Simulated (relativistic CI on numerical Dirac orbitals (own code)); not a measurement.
How well does a small relativistic CI reproduce Si2+?

Calculated at this level of theory: Dirac-Coulomb-Breit CI, KLI orbitals optimised for each configuration, model QED, valence Slater integrals scaled by 0.85, P86 correlation energy added to each configuration (own radial code, finite nucleus).

CI space (outside the closed core [Ne]): 3s², 3s3p, 3p², 3s3d, 3d², 3s4s, 3p3d, 3p4s, 3s4p, 3s4d, 3s5s, 3s4f, 3s5p, 3d4s, 3s5d, 3s5f, 3s6s, 3s5g, 4s², 3s6p, 3s6d. Levels of other configurations are missing.

| Configuration | Term (tabulated) | J | Measured (cm⁻¹) | Computed | Error | Purity (%) |
| --- | --- | --- | --- | --- | --- | --- |
| 3s² | 1S | 0 | 0.0 | 0 | 0 | 96 |
| 3s3p | 3P° | 0 | 52724.7 | 50994 | -1730 | 99 |
| 3s3p | 3P° | 1 | 52853.3 | 51116 | -1737 | 99 |
| 3s3p | 3P° | 2 | 53115.0 | 51365 | -1750 | 99 |
| 3s3p | 1P° | 1 | 82884.4 | 80527 | -2358 | 95 |
| 3p² | 1D | 2 | 122214.5 | 121623 | -591 | 68 |
| 3p² | 3P | 0 | 129708.4 | 128061 | -1648 | 99 |
| 3p² | 3P | 1 | 129842.0 | 128188 | -1654 | 99 |
| 3p² | 3P | 2 | 130100.5 | 128436 | -1664 | 99 |
| 3s3d | 3D | 3 | 142943.7 | 142580 | -363 | 100 |
| 3s3d | 3D | 2 | 142945.8 | 142585 | -361 | 100 |
| 3s3d | 3D | 1 | 142948.2 | 142588 | -360 | 100 |
| 3s4s | 3S | 1 | 153377.0 | 153570 | 193 | 100 |
| 3p² | 1S | 0 | 153444.2 | 152137 | -1307 | 90 |
| 3s4s | 1S | 0 | 159069.6 | 159971 | 902 | 97 |
| 3s3d | 1D | 2 | 165765.0 | 165618 | -147 | 65 |
| 3s4p | 3P° | 0 | 175230.0 | 175032 | -198 | 99 |
| 3s4p | 3P° | 1 | 175263.1 | 175066 | -197 | 99 |
| 3s4p | 3P° | 2 | 175336.3 | 175137 | -199 | 99 |
| 3p3d | 3F° | 2 | 198923.1 | 199154 | 231 | 84 |
| 3p3d | 3F° | 3 | 199026.5 | 199265 | 239 | 84 |
| 3p3d | 3F° | 4 | 199164.1 | 199413 | 249 | 84 |
| 3s4d | 3D | 1 | 201597.7 | 201633 | 35 | 100 |
| 3s4d | 3D | 2 | 201598.3 | 201631 | 33 | 100 |
| 3s4d | 3D | 3 | 201599.5 | 201629 | 30 | 100 |
| 3s4d | 1D | 2 | 204330.8 | 206016 | 1685 | 93 |
| 3s4f | 1F° | 3 | 204828.1 | 207469 | 2641 | 89 |
| 3p3d | 1D° | 2 | 205029.1 | 203685 | -1344 | 100 |
| 3s5s | 3S | 1 | 206176.1 | 206474 | 298 | 100 |
| 3s5s | 1S | 0 | 207874.1 | 208804 | 930 | 99 |
| 3s4f | 3F° | 2 | 209531.4 | 211663 | 2131 | 85 |
| 3s4f | 3F° | 3 | 209559.3 | 211680 | 2121 | 85 |
| 3s4f | 3F° | 4 | 209599.7 | 211705 | 2106 | 85 |
| 3s5p | 1P° | 1 | 214532.2 | 214956 | 424 | 88 |
| 3s5p | 3P° | 2 | 214989.3 | 215835 | 845 | 74 |
| 3s5p | 3P° | 1 | 214994.6 | 215823 | 828 | 75 |
| 3s5p | 3P° | 0 | 214995.5 | 215813 | 818 | 78 |
| 3p3d | 3P° | 2 | 216190.2 | 214107 | -2083 | 83 |
| 3p3d | 3P° | 1 | 216288.7 | 214213 | -2075 | 81 |
| 3p3d | 3P° | 0 | 216350.3 | 214272 | -2078 | 79 |
| 3p3d | 3D° | 1 | 217385.8 | 215585 | -1800 | 95 |
| 3p3d | 3D° | 2 | 217439.9 | 215626 | -1814 | 90 |
| 3p3d | 3D° | 3 | 217489.5 | 215694 | -1796 | 100 |
| 3s5f | 1F° | 3 | 225526.3 | 228160 | 2634 | 66 |
| 3p4s | 3P° | 0 | 226400.0 | 225658 | -742 | 97 |
| 3p4s | 3P° | 1 | 226527.4 | 225791 | -736 | 97 |
| 3p4s | 3P° | 2 | 226820.3 | 226074 | -746 | 97 |
| 3s5d | 3D | 1 | 227081.2 | 227533 | 452 | 100 |
| 3s5d | 3D | 2 | 227084.2 | 227532 | 448 | 100 |
| 3s5d | 3D | 3 | 227088.7 | 227532 | 443 | 100 |
| 3s5d | 1D | 2 | 227665.1 | 228926 | 1261 | 98 |
| 3p4s | 1P° | 1 | 228699.8 | 230117 | 1418 | 56 |
| 3s6s | 3S | 1 | 229623.2 | 230019 | 396 | 100 |
| 3s5f | 3F° | 2 | 230267.7 | 232483 | 2216 | 99 |
| 3s5f | 3F° | 3 | 230268.6 | 232484 | 2216 | 99 |
| 3s5f | 3F° | 4 | 230270.7 | 232486 | 2215 | 99 |
| 3s5g | 3G | 3 | 230301.2 | 232398 | 2097 | 100 |
| 3s5g | 3G | 4 | 230301.7 | 232398 | 2096 | 100 |
| 3s5g | 1G | 4 | 230302.0 | 232402 | 2100 | 100 |
| 3s5g | 3G | 5 | 230302.4 | 232398 | 2096 | 100 |
| 3s6s | 1S | 0 | 230364.5 | 231213 | 849 | 99 |
| 3s6p | 3P° | 0 | 234415.1 | 234909 | 494 | 99 |
| 3s6p | 3P° | 1 | 234428.4 | 234918 | 489 | 99 |
| 3s6p | 3P° | 2 | 234442.2 | 234935 | 493 | 99 |
| 3p3d | 1P° | 1 | 235951.1 | 238591 | 2640 | 61 |
| 3s6d | 3D | 1 | 240262.3 | 241362 | 1100 | 100 |

Measured levels from NIST levels in Kelleher and Podobedova, J. Phys. Chem. Ref. Data 37, 1285 (2008); pairs were made by configuration, J and term (by order where the table uses no LS term), so strongly mixed levels may be paired wrongly.

Mean error by configuration (cm⁻¹): 3s3p -1894; 3p² -1373; 3s3d -308; 3s4s 547; 3s4p -198; 3p3d -876; 3s4d 445; 3s4f 2250; 3s5s 614; 3s5p 729; 3s5f 2320; 3p4s -202; 3s5d 651; 3s6s 622; 3s5g 2097; 3s6p 492; 3s6d 1100. Over the excited levels the mean absolute error is 1175 cm⁻¹ (65 of the 68 excited levels that our extract of the source holds in range could be paired, and the others can miss by more), and the median relative error of those above 1,000 cm⁻¹ is 0.48 %.
